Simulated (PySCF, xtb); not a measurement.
fluoro(silyl)silane (FH5Si2), SMILES F[SiH2][SiH3].

Harmonic wavenumbers (cm⁻¹) from GFN2-xTB (xtb) at its own minimum, in rising order: 25, 155, 367, 450, 480, 481, 602, 712, 767, 798, 803, 817, 829, 2230, 2234, 2236, 2261, 2284.

Task: What does PySCF with B3LYP-D3(BJ)/def2-TZVP give at its own minimum? (An estimate is asked for; the answer gives what the named calculation found.)

Result: 101, 164, 359, 409, 518, 619, 741, 843, 853, 914, 945, 951, 966, 2210, 2223, 2224, 2226, 2235. Paired by order, the mean absolute difference is 73 cm⁻¹ and the zero-point energies are 26.5 and 27.9 kcal/mol.
